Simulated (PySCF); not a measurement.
First SCF of a structure search on singlet Si₄, at a hand-made rhombus geometry. PySCF input:

```python
from pyscf import gto, scf, dft
mol = gto.M(atom='''
Si     0.000000     1.160000     0.000000
Si     0.000000    -1.160000     0.000000
Si     2.009200     0.000000     0.000000
Si    -2.009200     0.000000     0.000000''',
    basis={'Si': 'def2-TZVP'},
    charge=0, spin=0)
mf = dft.RKS(mol, xc='PBE0')
mf.grids.atom_grid = (50, 194)
aux = {'Si': 'def2-universal-JKFIT'}
mf = mf.density_fit(auxbasis=aux)
mf.conv_tol = 1e-08
mf.diis_space = 10
mf.max_cycle = 60
mf.init_guess = 'minao'
mf.verbose = 4
mf.kernel()
```

Excerpt of the output (cycles and frontier levels):

```
init E= -1157.78289261624
  HOMO = -0.218012823775136  LUMO = -0.154417925014293  gap/eV = 1.73051
cycle= 1 E= -1157.42446646598  delta_E= 0.358  |g|= 0.24  |ddm|= 1.96
  HOMO = -0.210768357162785  LUMO = -0.133777280985148  gap/eV = 2.09503
cycle= 2 E= -1157.41831430808  delta_E= 0.00615  |g|= 0.234  |ddm|= 0.493
  HOMO = -0.241913143705486  LUMO = -0.141419914415126  gap/eV = 2.73456
cycle= 3 E= -1157.43759338673  delta_E= -0.0193  |g|= 0.0542  |ddm|= 0.311
  HOMO = -0.236758460038482  LUMO = -0.138935624113557  gap/eV = 2.66189
cycle= 4 E= -1157.43849642324  delta_E= -0.000903  |g|= 0.00271  |ddm|= 0.063
  HOMO = -0.236786119945127  LUMO = -0.138571210637762  gap/eV = 2.67256
cycle= 5 E= -1157.4384985688  delta_E= -2.15e-06  |g|= 0.000434  |ddm|= 0.00542
  HOMO = -0.236798630275442  LUMO = -0.138627634199768  gap/eV = 2.67137
cycle= 6 E= -1157.43849864142  delta_E= -7.26e-08  |g|= 0.000182  |ddm|= 0.000716
  HOMO = -0.236797447027386  LUMO = -0.138604471120702  gap/eV = 2.67197
cycle= 7 E= -1157.43849865058  delta_E= -9.16e-09  |g|= 2.62e-05  |ddm|= 0.000239
  HOMO = -0.236796216141775  LUMO = -0.138610360061509  gap/eV = 2.67177
Extra cycle  E= -1157.43849865069  delta_E= -1.13e-10  |g|= 2.13e-05  |ddm|= 7.16e-05
converged SCF energy = -1157.43849865069
```

No lower solution of this spin was found from smeared starts or by a stability analysis within the restricted form, which does not test spin polarisation.

The search for the lowest solution, 3 starts and the stability check together, took 11 s on 4 threads of a shared Arm Neoverse V2 host, with 148 basis functions; the process peaked at 0.62 GiB. Launch command: `OMP_NUM_THREADS=4 python axn.py task.json out`.
